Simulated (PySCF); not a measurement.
Sb(Me)2 (C₂H₆Sb), SMILES [CH3][Sb][CH3], multiplicity 2. Geometry: B3LYP-D3(BJ)/def2-SVP. The spin state was assumed, not searched. The isomer is the one that the SMILES or the coordinates give; other isomers of the formula were not compared. The def2 effective core potentials stand for the cores of Sb; spin–orbit coupling is left out.

Computed with B3LYP-D3(BJ)/def2-SVP in PySCF 2.14.0.

Harmonic wavenumbers (cm⁻¹): 99, 112, 169, 494, 495, 703, 704, 711, 828, 1203, 1217, 1428, 1428, 1437, 1439, 3033, 3035, 3135, 3136, 3151, 3151. Rotational constants (GHz): 7.817, 5.846, 3.494; symmetry number 2.

### Question
Work out the zero-point energy and the ideal-gas rigid-rotor harmonic-oscillator thermochemistry at 298.15 K and 1 atm.

### Answer
ZPE = ½ Σ hcν = ½ × 31107 cm⁻¹ = 44.47 kcal/mol. H − E(el) = 48.71 kcal/mol. Entropy in cal/(mol K): translation 40.96, rotation 23.74, vibration 11.73, spin 1.38, total 77.81. G − E(el) = 25.51 kcal/mol. Cp = 20.08 cal/(mol K). Modes under 150 cm⁻¹ make the vibrational entropy uncertain.
